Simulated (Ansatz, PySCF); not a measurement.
Gas-phase reaction (SMILES): C=C[SiH](C=C)C=C + F (HF) → C=C[Si](F)(C=C)C=C [tris(ethenyl)-fluorosilane] + [H][H] (H2); hydrogen fluoride cleaves one Si-H bond, a model of a ligand-exchange step.

Structures are relaxed separately at B3LYP-D3(BJ)/def2-TZVP in Ansatz (a quantum-chemistry and plane-wave program), one conformer each, not searched for the lowest. Correlated levels leave the core frozen unless marked. Spin-orbit coupling is left out. No relativistic terms. Basis-set limits of correlation are two-point, X^-3; Hartree-Fock from the larger set. The bracket is a focal-point correction in the basis named. Thermal terms are rigid-rotor harmonic-oscillator values from B3LYP-D3(BJ) frequencies (Ansatz or PySCF) at 298.15 K and 1 atm. 1 Eh = 627.5095 kcal/mol.

```json
[
 {"species": "C=C[SiH](C=C)C=C", "E, RI-MP2/CBS(aug-cc-pV(T+d)Z,aug-cc-pV(Q+d)Z)+[CCSD(T)-MP2]/aug-cc-pV(T+d)Z (Ansatz) (Eh)": "-523.35627", "E, PBE-D3(BJ)/def2-TZVPD (Ansatz + dftd3) (Eh)": "-523.71665", "H - E (Eh)": "0.14707"},
 {"species": "F (HF)", "E, RI-MP2/CBS(aug-cc-pV(T+d)Z,aug-cc-pV(Q+d)Z)+[CCSD(T)-MP2]/aug-cc-pV(T+d)Z (Ansatz) (Eh)": "-100.39388", "E, PBE-D3(BJ)/def2-TZVPD (Ansatz + dftd3) (Eh)": "-100.39533", "H - E (Eh)": "0.01259"},
 {"species": "C=C[Si](F)(C=C)C=C", "E, RI-MP2/CBS(aug-cc-pV(T+d)Z,aug-cc-pV(Q+d)Z)+[CCSD(T)-MP2]/aug-cc-pV(T+d)Z (Ansatz) (Eh)": "-622.62441", "E, PBE-D3(BJ)/def2-TZVPD (Ansatz + dftd3) (Eh)": "-622.99125", "H - E (Eh)": "0.14271"},
 {"species": "[H][H] (H2)", "E, RI-MP2/CBS(aug-cc-pV(T+d)Z,aug-cc-pV(Q+d)Z)+[CCSD(T)-MP2]/aug-cc-pV(T+d)Z (Ansatz) (Eh)": "-1.17524", "E, PBE-D3(BJ)/def2-TZVPD (Ansatz + dftd3) (Eh)": "-1.16598", "H - E (Eh)": "0.01336"}
]
```

### Question
Work out ΔE and ΔH at 298.15 K at the first level, then ΔH at the second.

### Answer

1. ΔE = [(-622.62441) + (-1.17524)] - [(-523.35627) + (-100.39388)] = -0.04950 Eh = -31.1 kcal/mol at RI-MP2/CBS(aug-cc-pV(T+d)Z,aug-cc-pV(Q+d)Z)+[CCSD(T)-MP2]/aug-cc-pV(T+d)Z.
2. The terms H - E add up to -0.00359 Eh, so ΔH = (-0.04950 + (-0.00359))×627.5095 = -33.3 kcal/mol.
3. At PBE-D3(BJ)/def2-TZVPD the same steps give ΔE = -28.4 and ΔH = -30.6 kcal/mol, a shift of +2.7 from the first level.
4. These values are not checked against measurement here, since the tables used lack a sound gas-phase enthalpy of formation for at least one species.
